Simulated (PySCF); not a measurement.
Sn(Br)(OH) (BrHOSn), SMILES [Br][Sn][OH] (connectivity only; charge and spin as stated), neutral, multiplicity 1. Coordinates come from a B3LYP-D3(BJ)/def2-TZVP optimisation. The def2 effective core potentials stand for the cores of Sn; spin–orbit coupling is left out. One conformer was computed; it need not be the lowest.

Calculation: B3LYP-D3(BJ)/def2-TZVP in PySCF.

Harmonic wavenumbers (cm⁻¹): 138, 224, 441, 594, 739, 3800. Rotational constants (GHz): 8.762, 1.463, 1.254; symmetry number 1.

Question: Work out the zero-point energy and the ideal-gas rigid-rotor harmonic-oscillator thermochemistry at 298.15 K and 1 atm.

Answer: ZPE = ½ Σ hcν = ½ × 5936 cm⁻¹ = 8.49 kcal/mol. H − E(el) = 11.94 kcal/mol. Entropy in cal/(mol K): translation 42.01, rotation 27.39, vibration 6.30, total 75.71. G − E(el) = -10.64 kcal/mol. Cp = 14.85 cal/(mol K). Modes under 150 cm⁻¹ make the vibrational entropy uncertain.
